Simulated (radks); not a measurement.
Problem. Radial electron density D(r) = 4 pi r^2 rho(r) of an atom or ion with 29 electrons. Calculated with a radial shooting solver on a logarithmic mesh with Libxc functionals: Dirac Kohn-Sham, LDA (Slater exchange, Perdew-Wang correlation), spin-unpolarised, spherical densities, finite nucleus; Fermi nuclear charge, rms radius of each element as measured or else 0.836 A^(1/3) + 0.57 fm.

r (bohr),D(r) (e/bohr)
0.001787,0.9553
0.002327,1.542
0.00303,2.464
0.003914,3.830
0.005097,5.934
0.006637,8.987
0.008642,13.21
0.01116,18.51
0.01454,24.98
0.01893,31.64
0.02445,36.91
0.03184,39.40
0.04146,37.97
0.05355,34.19
0.06973,31.82
0.0908,34.97
0.1182,42.24
0.1527,45.61
0.1989,38.94
0.259,27.28
0.3345,22.92
0.4356,26.93
0.5672,28.05
0.7326,20.85
0.954,10.90
1.242,4.498
1.617,1.795
2.089,0.7381
2.721,0.2220
3.543,0.03599
4.576,0.002653

What is the nuclear charge?

Solution. Z = 32. The innermost maximum, from 1s, lies near gamma/Z bohr with gamma = sqrt(1 - (Z/c)^2) = 0.972, here 0.0304 bohr (found: 0.0329), and its height grows with Z. The density is that of the germanium ion Ge3+ in [Ar] 3d10 4s1; the configuration itself is not fixed sharply by these data, and Z only to about a unit. D(r) has 3 maxima, at r = 0.0329, 0.148, 0.515 bohr, and minima at 0.0697, 0.327 bohr, inside which lie 2.10, 10.98 electrons.
